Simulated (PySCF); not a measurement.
## Electric field gradients and quadrupole coupling constants

Species: C8H7O2 (charge -1).
Structure used (GFN2-xTB), in Å, numbered top down from 1:
```xyz
17
C8H7O2 angstrom
C     -3.8157   -0.0796   -0.1501
C     -2.4473    0.3235    0.2941
C     -1.3211   -0.3095   -0.0510
C     -0.0073    0.0747    0.3699
C      1.1134   -0.5789   -0.0039
C      2.4049   -0.2380    0.4051
C      3.5238   -0.0158    0.8251
C      4.9364    0.4916    1.0290
O      5.5715    0.1046    2.0067
O      5.2292    1.2658    0.1038
H     -4.2829    0.7169   -0.7334
H     -4.4600   -0.2740    0.7099
H     -3.7759   -0.9776   -0.7639
H     -2.3985    1.1951    0.9346
H     -1.3843   -1.1804   -0.6964
H      0.0732    0.9365    1.0201
H      1.0336   -1.4429   -0.6599
```

Field gradients from the PBE0/pcSseg-1 density (PySCF, non-relativistic), principal values in atomic units, ordered |Vxx| ≤ |Vyy| ≤ |Vzz|:

```json
{"atom": "O9", "Vxx": "0.4773", "Vyy": "0.9123", "Vzz": "-1.3895"}
{"atom": "O10", "Vxx": "0.2960", "Vyy": "0.8951", "Vzz": "-1.1911"}
```

**Question.** Find the asymmetry η = (Vxx − Vyy)/Vzz and the couplings χ = eQV/h (234.96 MHz × Q in barn × V in au), with Q(17O) = −0.0256 b.

**Answer.** 
| atom | environment | nucleus | η | χzz (MHz) | χxx (MHz) | χyy (MHz) |
| --- | --- | --- | --- | --- | --- | --- |
| O9 | carboxylate oxygen | 17O | 0.31 | 8.36 | -2.87 | -5.49 |
| O10 | carboxylate oxygen | 17O | 0.50 | 7.16 | -1.78 | -5.38 |

**Question.** What is Vzz at O10 in SI units (1 au = 9.71736 × 10²¹ V/m²)?

**Answer.** -1.1911 au = -11.574 × 10²¹ V/m².

**Question.** What couplings would deuterons (Q(2H) = 0.00286 b) have in place of the hydrogens, at this geometry?

**Answer.** 
| atom | bonded to | bond length (Å) | Vzz (au) | η | χzz (kHz) |
| --- | --- | --- | --- | --- | --- |
| H11 | C1 | 1.092 | 0.3098 | 0.02 | 208 |
| H12 | C1 | 1.092 | 0.3101 | 0.02 | 208 |
| H13 | C1 | 1.088 | 0.3151 | 0.02 | 212 |
| H14 | C2 | 1.083 | 0.3276 | 0.08 | 220 |
| H15 | C3 | 1.086 | 0.3203 | 0.07 | 215 |
| H16 | C4 | 1.083 | 0.3249 | 0.08 | 218 |
| H17 | C5 | 1.088 | 0.3177 | 0.06 | 214 |

One conformer (not necessarily the lowest) at the GFN2-xTB geometry, without solvent, vibrations or thermal averaging. The pcSseg-1 basis has no diffuse functions, a weakness for an anion. GFN2-xTB bond lengths can be off by several hundredths of an ångström, more for odd bonds, and the gradients follow them. The basis is small and wasn't made for field gradients, so the couplings can be 20 % off.

These values come from a run that also computed NMR shieldings. On an Arm Neoverse V1 with one thread, no GPU, shared host with 32 logical CPUs at a one-minute load of 22, this took 45 s (with the writing of density and orbital grids) and 0.90 GiB of memory at its peak.
